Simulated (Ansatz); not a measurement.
`B[CH2][GeH2][SiH3]`, relaxed with RKS PBE-D4/def2-SVP in the Gaussian-basis code of Ansatz from a rough embedded geometry. The force threshold is 0.03 eV/Å; the program also tests the step.

Total charge 0; spin multiplicity 1.

Start:

```xyz
13

B    -1.187    1.130   -1.123
C    -0.259   -0.034   -1.460
Ge   -0.010   -1.099    0.121
Si    1.134    0.015    1.800
H    -0.871    1.989   -0.303
H    -2.240    1.336   -1.693
H    -0.725   -0.672   -2.239
H     0.718    0.321   -1.762
H     0.752   -2.410   -0.248
H    -1.420   -1.564    0.682
H     2.428    0.468    1.185
H     1.319   -0.798    2.940
H     0.360    1.317    2.101
```

Problem. How much energy does the relaxation release, and in how many steps? (Estimate.)

Solution. The calculation gave: 37.24 kJ/mol, in 27 steps, 3 of them rejected.

Problem. Which bonds change most? (An estimate is asked.)

Solution. The calculation gave: C2–Ge3 from 1.922 to 2.041 Å; Si4–H12 from 1.412 to 1.506 Å; Ge3–Si4 from 2.317 to 2.405 Å; Si4–H13 from 1.544 to 1.502 Å.

Problem. Give the relaxed structure. (Best estimate.)

Solution. Computed: 
```xyz
13

B    -0.723    1.160   -0.947
C    -0.435   -0.119   -1.735
Ge   -0.002   -1.133   -0.017
Si    0.802    0.224    1.798
H     0.167    1.965   -0.725
H    -1.816    1.346   -0.438
H    -1.274   -0.687   -2.179
H     0.483   -0.173   -2.349
H     1.116   -2.142   -0.400
H    -1.277   -1.906    0.410
H     2.061    0.935    1.386
H     1.121   -0.695    2.949
H    -0.224    1.224    2.247
```
